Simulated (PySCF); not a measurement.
PySCF input file for ClH5O2Si2, SMILES O[SiH](O)[SiH2]Cl, PBE/pcSseg-1. Coordinates come from a PBE0-D3(BJ)/def2-SVP optimisation. This is a generated structure with no PubChem entry under its InChIKey; it may be hypothetical. Other conformers were not sampled.

```python
import numpy as np
from pyscf import gto, scf, dft
from pyscf.prop.nmr import rks as nmr

mol = gto.M(
    atom='''
    O    -1.46608827    1.32281730   -0.16074792
    Si   -1.29566994   -0.25178471    0.33886158
    O    -1.62062007   -1.37669847   -0.84114693
    Si    0.98667415   -0.52455592    0.79147689
    Cl    1.85566019    0.78787614   -0.59763270
    H    -0.71654316    1.65703771   -0.67024101
    H    -2.22502488   -0.40215951    1.49232924
    H    -2.52060267   -1.40660997   -1.18209381
    H     1.54869528   -1.88510590    0.55865872
    H     1.38686008   -0.05723835    2.15152295
    ''',
    basis='pcSseg-1',
    charge=0,
    spin=0,
    max_memory=1600,
    verbose=3,
)
mf = dft.RKS(mol, xc='pbe')
mf.grids.level = 3
mf.conv_tol = 1e-10
mf.max_cycle = 100
mf.kernel()
n = nmr.NMR(mf)
n.verbose = 2
n.max_cycle_cphf = 60
sigma = n.kernel()
print('atom   isotropic/ppm   span/ppm')
for i, s in enumerate(sigma):
    w = np.linalg.eigvalsh((s + s.T) / 2)
    print(f'{mol.atom_symbol(i):2s}{i + 1:3d} {w.mean():14.3f} {w[2] - w[0]:11.3f}')
```

Program output:

```
converged SCF energy = -1192.07642420223
atom   isotropic/ppm   span/ppm
O   1        247.351     163.443
Si  2        352.562      60.493
O   3        252.359     101.357
Si  4        358.473     123.887
Cl  5       1049.927     107.722
H   6         27.674      18.288
H   7         25.835       9.058
H   8         29.041      18.786
H   9         25.980       8.660
H  10         26.109       9.240
```

The calculation finished and met its thresholds.

Cost: roughly 30 core-seconds.
